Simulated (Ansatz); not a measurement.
Cartesian coordinates (Å):
```xyz
4

Al     0.0000     0.0000     0.0000
H      1.5165    -0.4381     0.0710
H     -1.1373    -1.0957    -0.0519
H     -0.3792     1.5338    -0.0191
```
Charge 0, multiplicity 1.

The numbers are results of frozen-core CCSD(T)/cc-pVQZ // B3LYP-D3(BJ)/def2-TZVP run with Ansatz (a quantum-chemistry and plane-wave program), not measurements.

The HF energy comes out as -243.64805 Ha and the MP2 correlation energy is -0.10007 Ha.

Estimate the CCSD correlation energy, the (T) correction, the total energy and the T1 diagnostic.


| Item | Value |
|---|---|
| CCSD correlation energy | -0.12187 Ha |
| (T) correction | -0.00174 Ha |
| CCSD(T) total energy | -243.77166 Ha |
| T1 diagnostic | 0.008 |
